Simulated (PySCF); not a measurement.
Cd(NH2)(OSiH3), SMILES [NH2][Cd][O][SiH3] at its PBE0/def2-SVP optimised geometry (Å):

```
9

Cd     1.0667     0.7213     0.0000
N      3.0637     0.7213     0.0000
H      3.4471     0.2391    -0.8126
H      3.4457     0.2417     0.8148
O     -0.8820     0.9611     0.0000
Si    -2.2023    -0.0131     0.0120
H     -2.2972    -0.8626    -1.2245
H     -3.4471     0.8129     0.0942
H     -2.2044    -0.9611     1.1791
```

Level of theory: PBE0/def2-TZVP, def2 effective core potentials past Kr (PySCF). The core electrons that the potentials of Cd replace are not part of the density.

Map of the deformation density (molecule minus spherical neutral atoms) (e/bohr³) on the plane z = 0.6 Å:

```
|...............................|
|...............................|
|...............................|
|...............................|
|...............................|
|...............................|
|...............................|
|...............................|
|...............................|
|...............................|
|...............................|
|............:::........::......|
|......::. .:--:. .....::::.....|
|.....:-:. .:--:. . ..:.:+-.....|
|.....:::.  ::::......::=@=.....|
|.......... ...........::=:.....|
|........:-:....................|
|........-+-....................|
|........:-:....................|
|.........:.....................|
|...............................|
|...............................|
|...............................|
|...............................|
|...............................|
|...............................|
|...............................|
|...............................|
|...............................|
|...............................|
|...............................|
```
Scale: ten equal steps from -0.020 (start of ' ') to 0.103 (end of '@'), in the order ' .:-=+*#%@'; x runs from -5.50 to 5.50, y from -5.50 (bottom) to 5.50 (top).
